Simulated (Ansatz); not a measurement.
C$_{2}$Cl$_{2}$O$_{2}$Pt, singlet, at a GFN2-xTB geometry (such geometries of metal compounds can be far from the true shape) (core potentials on Pt); HF/def2-TZVPP (Ansatz, a quantum-chemistry and plane-wave program).

Here is a job for Ansatz.
Ansatz 0.2 input:
```yaml
crystal:
  periodic: [false, false, false]
  atoms:
    - {symbol: Pt, position_ang: [0.00000000, 0.00000000, -0.00000000]}
    - {symbol: Cl, position_ang: [2.12263974, -0.92553606, 0.00158690]}
    - {symbol: Cl, position_ang: [-2.12263974, 0.92553606, -0.00158690]}
    - {symbol: O, position_ang: [1.14019065, 2.79347552, 0.02902722]}
    - {symbol: C, position_ang: [0.72643614, 1.74604345, 0.01820497]}
    - {symbol: O, position_ang: [-1.14019065, -2.79347552, -0.02902722]}
    - {symbol: C, position_ang: [-0.72643614, -1.74604345, -0.01820497]}
basis:
  gaussian:
    orbitals: def2-TZVPP
hamiltonian:
  xc: hf
```

The log (banner, timings and long lists left out):

```
Functional definition: HF
2100 factors; their error is unknown
mean field evaluation 1: about -34366.6255 eV, gradient 4.3e1 eV
mean field evaluation 2: about -34368.7074 eV, gradient 3.5e1 eV
mean field evaluation 4: about -34370.7584 eV, gradient 3.4e0 eV
mean field evaluation 8: about -34371.3421 eV, gradient 8.5e-1 eV
mean field -34371.34280365 eV, -1263.1235503013 hartree, gradient 2.8e-5 eV, S^2 0.000000; 0 other end points of the search recorded, 0 dependent functions left out
reference -34371.34280365 eV, -1263.1235503013 hartree; 40, 40 occupied and 224, 224 virtual orbitals, 2100 factors
Total energy: -34371.34280365 eV, -1263.1235503013 hartree
```
